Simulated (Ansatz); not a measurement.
F3Ti, doublet, at a GFN2-xTB geometry (such geometries of metal compounds can be far from the true shape) (the multiplicity is a formal guess); HF/def2-SVP (Ansatz, a first-principles code).

Here is a job for Ansatz.
Ansatz 0.2 input:
```yaml
crystal:
  periodic: [false, false, false]
  atoms:
    - {symbol: Ti, position_ang: [-0.00000000, 0.00000000, 0.00000000]}
    - {symbol: F, position_ang: [-1.42869175, -0.90303614, 0.09992688]}
    - {symbol: F, position_ang: [-0.02387975, 1.54953530, -0.68190165]}
    - {symbol: F, position_ang: [1.45257150, -0.64649916, 0.58197477]}
basis:
  gaussian:
    orbitals: def2-SVP
hamiltonian:
  xc: hf
magnetization: {spin_polarized: true, initial_magnetization: 1}
accuracy: high
```

It wrote (shortened):

```
Functional definition: HF
1556 factors; integrals over basis functions are off by at most 4.1e-9 eV
mean field evaluation 1: about -31189.4875 eV, gradient 4.3e1 eV
mean field evaluation 2: about -31189.5791 eV, gradient 4.3e1 eV
mean field evaluation 4: about -31199.3062 eV, gradient 5.0e0 eV
mean field evaluation 8: about -31200.1332 eV, gradient 8.6e-1 eV
mean field evaluation 16: about -31200.1453 eV, gradient 1.6e-8 eV
mean field evaluation 32: about -31199.9640 eV, gradient 5.0e-1 eV
mean field evaluation 64: about -31194.3678 eV, gradient 3.8e1 eV
mean field evaluation 96: about -31199.6500 eV, gradient 1.6e-6 eV
mean field -31200.14529755 eV, -1146.5841914670 hartree, gradient 2.7e-8 eV, S^2 0.753402; 3 other end points of the search recorded, 0 dependent functions left out
reference -31200.14529755 eV, -1146.5841914670 hartree; 25, 24 occupied and 48, 49 virtual orbitals, 1556 factors
Total energy: -31200.14529755 eV, -1146.5841914670 hartree
```
